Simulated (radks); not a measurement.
Values are calculated unless marked as measured or tabulated.
Question: The molybdenum ion Mo22+, 20 electrons, occupied as [Ar] 3d2 (the NIST ground configuration). Level of theory: Dirac Kohn-Sham, exchange-only PBE, spin-unpolarised, spherical densities, finite nucleus; open shells fill j = l - 1/2 first; Fermi nuclear charge, rms radius 4.4091 fm (a radial shooting solver on a logarithmic mesh with Libxc functionals). Some entries of the table are withheld. Estimate them.

orbital,occ.,eigenvalue (eV),<r^2> (bohr^2)
1s1/2,2,-20692.33,0.001669
2s1/2,2,(1),(2)
2p1/2,2,-3448.551,0.02067
2p3/2,4,-3341.003,0.02199
3s1/2,2,-1213.328,0.1763
3p1/2,2,(3),0.1676
3p3/2,4,(4),0.1742
3d3/2,2,-982.2881,0.1415
3d5/2,0,-977.4766,0.1433
4s1/2,0,-586.2826,0.6888
4p1/2,0,-554.3431,0.6981
4p3/2,0,-546.9583,0.7170

Answer: 
(1) 2s1/2 eigenvalue (eV): -3667.341
(2) 2s1/2 <r^2> (bohr^2): 0.02740
(3) 3p1/2 eigenvalue (eV): -1133.384
(4) 3p3/2 eigenvalue (eV): -1110.938
